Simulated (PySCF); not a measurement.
Worked example: chemical shift, span and skew from a shielding tensor

CH₂NO, SMILES [NH]C=O (connectivity only; charge and spin as stated), charge -1, multiplicity 1. Atoms are numbered in the order given.

```xyz
5

N      0.0895     1.1966     0.0000
C     -0.3638    -0.0382     0.0000
O      0.2414    -1.1508     0.0000
H      1.1160     1.1387     0.0000
H     -1.4912    -0.0793     0.0000
```
Charge -1, spin multiplicity 1.

Coordinates come from a B3LYP-D3(BJ)/def2-SVPD optimisation. The spin state was assumed, not searched. The isomer is the one that the SMILES or the coordinates give; other isomers of the formula were not compared. The values are those of a single conformer.

GIAO shieldings from PBE/pcSseg-2 (PySCF), non-relativistic, no solvent. The symmetric part of the tensor of N1 has the principal values -52.5, 133.3, 139.2 ppm. The same nucleus in NH3 has σ = 262.8 ppm at this level (PySCF, at its B3LYP-D3(BJ)/def2-TZVP geometry).

**Question.** Work out the isotropic shielding, the ¹⁵N shift against NH3, the span and the skew.

**Answer.** 
σ(iso) = (σ11 + σ22 + σ33)/3 = 73.3 ppm. δ = σ(ref) − σ(iso) = 262.8 − (73.3) = 189.5 ppm.
Span Ω = σ33 − σ11 = 191.7 ppm. Skew κ = 3(σ(iso) − σ22)/Ω = -0.94. Tumbling in solution averages the tensor to δ; in a static solid the shielding alone would spread this spin-1/2 line over Ω.
